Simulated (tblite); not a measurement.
C₆H₁₂ClFO.
Z-matrix (Å and degrees, GFN2-xTB geometry), rows numbered from 1:
```
C 
C   1  1.5208
O   2  1.4203  1  107.04
C   3  1.4158  2  119.07  1   173.68
C   4  1.5316  3  104.51  2   169.89
C   4  1.5385  3  113.09  2    52.08
F   6  1.3738  4  112.21  3   -74.64
C   4  1.5411  3  109.55  2   -71.27
Cl  8  1.7737  4  112.06  3  -170.39
H   1  1.0864  2  110.03  3   -61.10
H   1  1.0861  2  109.89  3   178.49
H   1  1.0862  2  109.74  3    58.24
H   2  1.0973  1  109.85  3  -120.13
H   2  1.0966  1  110.02  3   120.78
H   5  1.0860  4  108.89  3    54.79
H   5  1.0861  4  109.47  3   -63.58
H   5  1.0850  4  111.01  3   175.33
H   6  1.0939  4  110.37  3    44.79
H   6  1.0930  4  110.06  3   166.85
H   8  1.0900  4  109.37  3   -50.97
H   8  1.0899  4  110.92  3    70.73
```

All values are computed: GFN2-xTB (tblite) harmonic vibrations without scaling, gas phase. Errors from tens to a few hundred cm⁻¹ against measured bands are possible. One conformer, not necessarily the lowest.

Harmonic wavenumbers (cm⁻¹): 36.6, 60.3, 95.5, 132.4, 167.7, 174.8, 195.9, 211.6, 244.3, 299.4, 308.1, 354.1, 405.5, 489.0, 555.2, 747.7, 804.6, 840.3, 876.4, 881.4, 936.3, 970.8, 993.6, 1051.2, 1085.1, 1090.4, 1128.7, 1137.6, 1147.6, 1180.5, 1228.1, 1236.6, 1253.2, 1270.8, 1321.1, 1346.0, 1395.6, 1399.7, 1429.5, 1431.9, 1466.1, 1474.1, 1485.9, 1491.0, 1494.7, 2892.5, 2919.4, 2965.7, 2974.9, 2990.3, 2992.8, 3049.5, 3051.2, 3053.4, 3055.9, 3058.1, 3062.1.

A = 2005, B = 804.8, C = 742.2 MHz; mass 154.056 u (most abundant isotopes); point group C1, symmetry number 1.

Zero-point energy?

½Σν̃ = 37696 cm⁻¹ = 450.95 kJ/mol.

Entropy at 273.15 K, 1 bar (ideal gas, RRHO, classical rotation)?

Translation 169.86, rotation 124.32, vibration 135.60: S = 429.8 J/(mol K).

And Cp and H(273.15 K) − H(0)?

Cp = 163.51 J/(mol K), of which vibrations give 130.25 (their classical limit is 57 R = 473.9); H(273.15 K) − H(0) = 28.28 kJ/mol without the zero-point energy, 19.19 from vibrations.

What must be added to the electronic energy to get the Gibbs energy at 273.15 K and 1 bar?

ZPE + [H(273.15 K) − H(0)] − T·S = 450.95 + 28.28 − 117.39 = 361.84 kJ/mol.

How do the functions run with temperature in this model?

```json
{"T (K)": "50", "S (J/(mol K))": "254.8", "Cp (J/(mol K))": "60.0", "H − H(0) (kJ/mol)": "2.21", "G − H(0) (kJ/mol)": "-10.53", "ln q(vib)": "0.73"}
{"T (K)": "100", "S (J/(mol K))": "306.5", "Cp (J/(mol K))": "91.4", "H − H(0) (kJ/mol)": "6.03", "G − H(0) (kJ/mol)": "-24.62", "ln q(vib)": "2.25"}
{"T (K)": "298.15", "S (J/(mol K))": "444.6", "Cp (J/(mol K))": "174.3", "H − H(0) (kJ/mol)": "32.50", "G − H(0) (kJ/mol)": "-100.05", "ln q(vib)": "8.63"}
{"T (K)": "373.15", "S (J/(mol K))": "487.2", "Cp (J/(mol K))": "207.1", "H − H(0) (kJ/mol)": "46.80", "G − H(0) (kJ/mol)": "-135.00", "ln q(vib)": "10.88"}
{"T (K)": "500", "S (J/(mol K))": "555.0", "Cp (J/(mol K))": "257.5", "H − H(0) (kJ/mol)": "76.36", "G − H(0) (kJ/mol)": "-201.16", "ln q(vib)": "14.59"}
{"T (K)": "750", "S (J/(mol K))": "674.2", "Cp (J/(mol K))": "329.9", "H − H(0) (kJ/mol)": "150.46", "G − H(0) (kJ/mol)": "-355.21", "ln q(vib)": "21.54"}
{"T (K)": "1000", "S (J/(mol K))": "776.1", "Cp (J/(mol K))": "377.6", "H − H(0) (kJ/mol)": "239.28", "G − H(0) (kJ/mol)": "-536.83", "ln q(vib)": "27.99"}
```

q(vib) and H(0) count from the zero-point level.

Hindered rotation and anharmonicity are outside this model. Other conformers, if any are populated, would add a mixing term that is left out. The structure is chiral; the term R ln 2 for an equal mix with its mirror image is left out.
